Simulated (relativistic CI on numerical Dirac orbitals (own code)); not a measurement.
Ni4+ in a cubic cluster: 2p photoemission with charge transfer

Computed with a charge-transfer multiplet model of a cubic metal-ligand cluster with up to 3 ligand holes, Slater and spin-orbit integrals from Dirac-Coulomb-Breit ions, Slater integrals scaled by 0.8. The parameters are those of a tetrahedral site (10Dq negative, t2 hopping the larger). The ground state mixes d6 with configurations of k ligand holes L, whose averages lie at kΔ + k(k − 1)U_dd/2; a core hole lowers each added d electron by U_cd. 300 K, Lorentzian 0.6 eV and Gaussian 0.8 eV FWHM.

Atomic integrals in eV (Slater integrals scaled, ζ unscaled), ground: F2dd 11.354, F4dd 7.124, zeta_d 0.099; with the core hole: F2dd 12.648, F4dd 7.972, zeta_d 0.136, zeta_core 11.396, F2cd 7.730, G1cd 6.056, G3cd 3.449.

Cluster parameters (eV): U_dd = 7.3, U_cd = 8.4, 10Dq = -0.5, 10Dq(ligand) = 0, V(eg) = 1.73, V(t2g) = -2.93, final-state hopping factor = 0.9.

```
       Case   n_d    d6   d7L  d8L2  d9L3     S
Δ = -2.1 eV  6.87  0.29  0.55  0.15  0.01  1.95
Δ = -1.1 eV  6.77  0.36  0.52  0.11  0.01  1.98
 Δ = 0.9 eV  6.58  0.49  0.44  0.07  0.00  1.99
```

Weights, n_d and S are thermal averages at 300 K. Binding energies count from the first peak over 30 % of the highest in each spectrum, which can be another peak from case to case. The parameters are a model scan and need not match a compound or its usual spin state. Peaks in eV (height, largest 100):
- Δ = -2.1 eV: 0.0 (100), 6.2 (13), 9.5 (27), 14.0 (11), 18.5 (51), 27.8 (18)
- Δ = -1.1 eV: 0.0 (100), 9.6 (27), 13.9 (11), 18.6 (52), 27.7 (18)
- Δ = 0.9 eV: 0.0 (100), 8.5 (28), 15.0 (12), 18.7 (50), 27.8 (17)

For the case Δ = -1.1 eV, Δ = -1.1 eV is smaller than U_dd = 7.3 eV, the charge-transfer side of the Zaanen-Sawatzky-Allen scheme (negative Δ: between configuration averages a ligand hole costs less than the nominal valence; multiplet and field energies can change this for the lowest states). With the core hole the configuration with one ligand hole lies at Δ − U_cd = -10.5, -9.5, -7.5 eV from the one without, in the order of the table; where this is negative the screened configuration lies lower.
